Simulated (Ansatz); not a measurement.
Ansatz (an electronic-structure program) input (B3LYP-D3(BJ)/def2-TZVP):

Ansatz 0.2 input:
```yaml
crystal:
  periodic: [false, false, false]
  atoms:
    - {symbol: Nb, position_ang: [-0.00000000, -0.00000000, -0.33977261]}
    - {symbol: F, position_ang: [0.00000000, 0.00000000, 1.54785298]}
basis:
  gaussian:
    orbitals: def2-TZVP
hamiltonian:
  xc: b3lyp
  dispersion: d3bj
magnetization: {spin_polarized: true, initial_magnetization: 4}
phonons: {temperatures: {t_min: 298.15, t_max: 298.15, t_step: 100}}
```

Output:

```
Functional definition: B3LYP
integrals: 0.01 GiB planned
527 factors; their error is unknown
mean field: 0.19 GiB planned
mean field evaluation 1: about -4264.9034 eV, gradient 2.6e1 eV
mean field evaluation 2: about -4257.1025 eV, gradient 5.8e1 eV
mean field evaluation 4: about -4267.4135 eV, gradient 2.1e0 eV
mean field evaluation 8: about -4267.4710 eV, gradient 1.1e-1 eV
mean field evaluation 16: about -4267.4711 eV, gradient 2.0e-5 eV
mean field -4267.47106832 eV, -156.8266691651 hartree, gradient 1.9e-5 eV, S^2 6.003255; 3 other end points of the search recorded, 0 dependent functions left out
the calculation of the forces begins
reference -4267.47126117 eV, -156.8266762519 hartree; 13, 9 occupied and 58, 62 virtual orbitals, 527 factors
these checks for a lower state are left out or cut short: stability, starts, cluster_reference, orbital_swaps, neighbouring_geometries, increment
integrals: 0.01 GiB planned
527 factors; their error is unknown
mean field: 0.19 GiB planned
mean field evaluation 32: about -4267.4711 eV, gradient 6.0e-5 eV
mean field -4267.47106832 eV, -156.8266691651 hartree, gradient 1.2e-6 eV, S^2 6.003255; 0 other end points of the search recorded, 0 dependent functions left out
the calculation of the forces begins
reference -4267.47126117 eV, -156.8266762519 hartree; 13, 9 occupied and 58, 62 virtual orbitals, 527 factors
these checks for a lower state are left out or cut short: stability, starts, cluster_reference, orbital_swaps, neighbouring_geometries, increment
integrals: 0.01 GiB planned
527 factors; their error is unknown
mean field: 0.19 GiB planned
mean field -4267.47106832 eV, -156.8266691651 hartree, gradient 1.2e-6 eV, S^2 6.003255; 0 other end points of the search recorded, 0 dependent functions left out
the calculation of the forces begins
reference -4267.47126117 eV, -156.8266762519 hartree; 13, 9 occupied and 58, 62 virtual orbitals, 527 factors
these checks for a lower state are left out or cut short: stability, starts, cluster_reference, orbital_swaps, neighbouring_geometries, increment
integrals: 0.01 GiB planned
527 factors; their error is unknown
mean field: 0.19 GiB planned
mean field -4267.47106832 eV, -156.8266691651 hartree, gradient 4.2e-7 eV, S^2 6.003255; 0 other end points of the search recorded, 0 dependent functions left out
the calculation of the forces begins
reference -4267.47126117 eV, -156.8266762519 hartree; 13, 9 occupied and 58, 62 virtual orbitals, 527 factors
these checks for a lower state are left out or cut short: stability, starts, cluster_reference, orbital_swaps, neighbouring_geometries, increment
integrals: 0.01 GiB planned
527 factors; their error is unknown
mean field: 0.19 GiB planned
mean field -4267.47106832 eV, -156.8266691651 hartree, gradient 4.2e-7 eV, S^2 6.003255; 0 other end points of the search recorded, 0 dependent functions left out
the calculation of the forces begins
reference -4267.47126117 eV, -156.8266762519 hartree; 13, 9 occupied and 58, 62 virtual orbitals, 527 factors
these checks for a lower state are left out or cut short: stability, starts, cluster_reference, orbital_swaps, neighbouring_geometries, increment
integrals: 0.01 GiB planned
527 factors; their error is unknown
mean field: 0.19 GiB planned
mean field evaluation 64: about -4267.4710 eV, gradient 9.7e-7 eV
mean field -4267.47099237 eV, -156.8266663739 hartree, gradient 9.7e-7 eV, S^2 6.003246; 0 other end points of the search recorded, 0 dependent functions left out
the calculation of the forces begins
reference -4267.47118518 eV, -156.8266734596 hartree; 13, 9 occupied and 58, 62 virtual orbitals, 527 factors
these checks for a lower state are left out or cut short: stability, starts, cluster_reference, orbital_swaps, neighbouring_geometries, increment
integrals: 0.01 GiB planned
527 factors; their error is unknown
mean field: 0.19 GiB planned
mean field -4267.47099228 eV, -156.8266663706 hartree, gradient 9.1e-7 eV, S^2 6.003263; 0 other end points of the search recorded, 0 dependent functions left out
the calculation of the forces begins
reference -4267.47118516 eV, -156.8266734586 hartree; 13, 9 occupied and 58, 62 virtual orbitals, 527 factors
these checks for a lower state are left out or cut short: stability, starts, cluster_reference, orbital_swaps, neighbouring_geometries, increment
integrals: 0.01 GiB planned
527 factors; their error is unknown
mean field: 0.19 GiB planned
mean field -4267.47106832 eV, -156.8266691651 hartree, gradient 1.2e-6 eV, S^2 6.003255; 0 other end points of the search recorded, 0 dependent functions left out
the calculation of the forces begins
reference -4267.47126117 eV, -156.8266762519 hartree; 13, 9 occupied and 58, 62 virtual orbitals, 527 factors
these checks for a lower state are left out or cut short: stability, starts, cluster_reference, orbital_swaps, neighbouring_geometries, increment
integrals: 0.01 GiB planned
527 factors; their error is unknown
mean field: 0.19 GiB planned
mean field -4267.47106832 eV, -156.8266691651 hartree, gradient 1.2e-6 eV, S^2 6.003255; 0 other end points of the search recorded, 0 dependent functions left out
the calculation of the forces begins
reference -4267.47126117 eV, -156.8266762519 hartree; 13, 9 occupied and 58, 62 virtual orbitals, 527 factors
these checks for a lower state are left out or cut short: stability, starts, cluster_reference, orbital_swaps, neighbouring_geometries, increment
integrals: 0.01 GiB planned
527 factors; their error is unknown
mean field: 0.19 GiB planned
mean field -4267.47106832 eV, -156.8266691651 hartree, gradient 4.2e-7 eV, S^2 6.003255; 0 other end points of the search recorded, 0 dependent functions left out
the calculation of the forces begins
reference -4267.47126117 eV, -156.8266762519 hartree; 13, 9 occupied and 58, 62 virtual orbitals, 527 factors
these checks for a lower state are left out or cut short: stability, starts, cluster_reference, orbital_swaps, neighbouring_geometries, increment
integrals: 0.01 GiB planned
527 factors; their error is unknown
mean field: 0.19 GiB planned
mean field evaluation 96: about -4267.4710 eV, gradient 5.8e-2 eV
mean field -4267.47106832 eV, -156.8266691651 hartree, gradient 4.2e-7 eV, S^2 6.003255; 0 other end points of the search recorded, 0 dependent functions left out
the calculation of the forces begins
reference -4267.47126117 eV, -156.8266762519 hartree; 13, 9 occupied and 58, 62 virtual orbitals, 527 factors
these checks for a lower state are left out or cut short: stability, starts, cluster_reference, orbital_swaps, neighbouring_geometries, increment
integrals: 0.01 GiB planned
527 factors; their error is unknown
mean field: 0.19 GiB planned
mean field -4267.47099228 eV, -156.8266663706 hartree, gradient 9.1e-7 eV, S^2 6.003263; 0 other end points of the search recorded, 0 dependent functions left out
the calculation of the forces begins
reference -4267.47118516 eV, -156.8266734586 hartree; 13, 9 occupied and 58, 62 virtual orbitals, 527 factors
these checks for a lower state are left out or cut short: stability, starts, cluster_reference, orbital_swaps, neighbouring_geometries, increment
integrals: 0.01 GiB planned
527 factors; their error is unknown
mean field: 0.19 GiB planned
mean field -4267.47099237 eV, -156.8266663739 hartree, gradient 9.7e-7 eV, S^2 6.003246; 0 other end points of the search recorded, 0 dependent functions left out
the calculation of the forces begins
reference -4267.47118518 eV, -156.8266734596 hartree; 13, 9 occupied and 58, 62 virtual orbitals, 527 factors
Total energy: -4267.50572914 eV, -156.8279429267 hartree
Atom 0 at    -0.000000    -0.000000    -0.339773 Å, force     0.000000     0.000000    -0.000002 eV/Å
Atom 1 at     0.000000     0.000000     1.547853 Å, force    -0.000000    -0.000000     0.000002 eV/Å
Dipole moment:     0.000000     0.000000    -0.603069 e Å
Vibrations: 647.55 cm⁻¹, zero-point energy 0.040143 eV
```

The spin state was set by rule; other spins were not relaxed.
